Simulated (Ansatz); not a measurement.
`N[PH][AlH2]` + H₂Te → `NP[TeH]` + `[AlH3]` at 700 K and 1 bar (cleavage of the P–Al bond).

Isolated molecules relaxed with PBE0-D4/def2-TZVP in Ansatz; ΔE leaves out vibrations. CBS: MP2 limit from def2 TZ/QZ plus the TZ coupled-cluster correction, frozen cores. This one scheme is used for every species. def2 core potentials past Kr. For Te outer-core shells are correlated without core-valence functions, which leaves a few kJ/mol of doubt a bond. One conformer a species, not always the lowest.

| species | CCSD(T)/CBS energy (Eh) | H − E (kJ/mol) | S (J/(mol·K)) |
| --- | --- | --- | --- |
| `N[PH][AlH2]` | -640.64711 | 193.6 | 410.0 |
| H₂Te | -268.91024 | 57.2 | 261.6 |
| `NP[TeH]` | -665.78256 | 170.9 | 403.1 |
| `[AlH3]` | -243.78045 | 80.2 | 251.4 |

H − E and S are ideal-gas, rigid-rotor, harmonic terms from PBE0-D4/def2-TZVP, for one conformer and one mirror image of each species. 1 Eh = 2625.50 kJ/mol, R = 8.31446 J/(mol·K).

Q: By hand: ΔE, ΔH, ΔS and ΔG.

A: ΔE = (-665.78256) + (-243.78045) − (-640.64711) − (-268.91024) = -0.00566 Eh = -14.9 kJ/mol. Δ(H − E) = 170.9 + 80.2 − 193.6 − 57.2 = 0.3, so ΔH = -14.6 kJ/mol. ΔS = 403.1 + 251.4 − 410.0 − 261.6 = -17.1 J/(mol·K). ΔG = -14.6 − 700 × (-17.1)/1000 = -2.6 kJ/mol.

Q: By hand: the equilibrium constant, and the temperature at which ΔG would vanish if ΔH and ΔS stayed fixed.

A: log₁₀ K = −ΔG/(RT ln 10) = 0.2. ΔG = 0 at ΔH/ΔS = 854 K, though so small a ΔS makes that figure unsure.

TΔS isn't small against ΔH here. The sign of ΔG lies within the doubt. A doubt of 5 kJ/mol in ΔE shifts log₁₀ K by 0.4 here. Other conformers and mirror images would add mixing entropy, several J/(mol·K) or more a flexible species. These are equilibria of isolated gas molecules and say nothing of rates. Largest T1 diagnostic: 0.013 (customary marks: 0.02 for closed shells, 0.045 for open ones).
